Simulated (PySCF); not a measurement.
This PySCF input asks for the NMR shieldings of SMILES S1[C@@H](CCC)[C@H](F)SB1, C$_{5}$H$_{10}$BFS$_{2}$; the geometry comes from GFN2-xTB.

```python
import basis_set_exchange as bse
import numpy as np
from pyscf import gto, dft
from pyscf.prop import nmr

atoms = """
C    -2.901125   -0.020033   -0.538116
C    -1.569563    0.622367   -0.172615
C    -0.534062   -0.432102    0.208669
C     0.804251    0.183618    0.598267
S     1.618249    1.005948   -0.839022
B     3.287067    0.736374   -0.314721
S     3.511688   -0.330322    1.083468
C     1.745139   -0.862867    1.180987
F     1.408136   -1.093284    2.481306
H    -3.293098   -0.589492    0.301738
H    -3.629080    0.740939   -0.806012
H    -2.781584   -0.693508   -1.383443
H    -1.192107    1.201239   -1.017201
H    -1.712939    1.307203    0.665607
H    -0.901103   -1.013421    1.059085
H    -0.381908   -1.114228   -0.631264
H     0.653423    0.966707    1.349473
H     4.189443    1.219697   -0.862062
H     1.669371   -1.825584    0.658722
"""
names = dict.fromkeys(["C", "S", "B", "F", "H"], "pcSseg-1")
basis = {el: gto.basis.parse(bse.get_basis(n, elements=[el], fmt="nwchem")) for el, n in names.items()}
mol = gto.M(atom=atoms, basis=basis, charge=0, verbose=0)
mf = dft.RKS(mol, xc="PBE0")
mf.grids.level = 2
mf.grids.alignment = dft.numint.BLKSIZE   # the property module wants whole blocks of grid points
mf.conv_tol = 1e-9
mf.kernel()

calc = nmr.RKS(mf)   # GIAO
C = mf.mo_coeff
Co = C[:, mf.mo_occ > 0]
resp = mf.gen_response(singlet=True, hermi=2)
def vind(x):   # induced exchange potential for any number of trial vectors
    d = np.einsum("pi,xij,qj->xpq", C, 2 * x.reshape(-1, C.shape[1], Co.shape[1]), Co, optimize=True)
    return np.einsum("xpq,pi,qj->xij", resp(d - d.transpose(0, 2, 1)), C, Co, optimize=True).ravel()
mo1, _ = nmr.rhf.solve_mo1(calc, with_cphf=vind)
sigma = calc.kernel(mo1)
for i, s in enumerate(sigma):   # ppm
    w = np.linalg.eigvalsh((s + s.T) / 2)
    print("%2d %-2s iso %8.1f  s11 %8.1f  s22 %8.1f  s33 %8.1f" % (i, mol.atom_pure_symbol(i), w.mean(), *w))
```

Q: Give the expected output.

A: 
```
 0 C  iso    170.2  s11    158.8  s22    163.4  s33    188.3
 1 C  iso    158.1  s11    146.1  s22    156.1  s33    172.1
 2 C  iso    146.0  s11    125.9  s22    145.8  s33    166.5
 3 C  iso    121.2  s11     81.3  s22    135.8  s33    146.5
 4 S  iso    392.1  s11    260.9  s22    386.8  s33    528.5
 5 B  iso     43.4  s11     -4.6  s22     18.5  s33    116.4
 6 S  iso    352.4  s11    222.6  s22    373.3  s33    461.4
 7 C  iso     69.9  s11     18.8  s22     78.8  s33    112.2
 8 F  iso    369.1  s11    360.7  s22    366.3  s33    380.4
 9 H  iso     30.7  s11     26.2  s22     29.0  s33     36.9
10 H  iso     30.4  s11     25.5  s22     27.4  s33     38.2
11 H  iso     30.7  s11     26.3  s22     29.2  s33     36.6
12 H  iso     30.1  s11     23.9  s22     32.3  s33     34.0
13 H  iso     30.3  s11     25.2  s22     30.7  s33     35.2
14 H  iso     29.7  s11     24.1  s22     31.3  s33     33.8
15 H  iso     30.4  s11     26.4  s22     31.3  s33     33.4
16 H  iso     28.0  s11     26.0  s22     27.4  s33     30.5
17 H  iso     25.2  s11     24.8  s22     25.2  s33     25.7
18 H  iso     25.4  s11     23.9  s22     25.4  s33     26.8
```

These numbers come from an equivalent density-fitted implementation of the same equations, which agrees with the script to about 0.01 ppm for H and up to a few tenths of a ppm for heavy atoms, so last digits may differ.

Size and cost of the density-fitted run: 217 basis functions, 45 s wall time on 1 thread of an Arm Neoverse V2, shared host; peak memory 1.1 GiB.
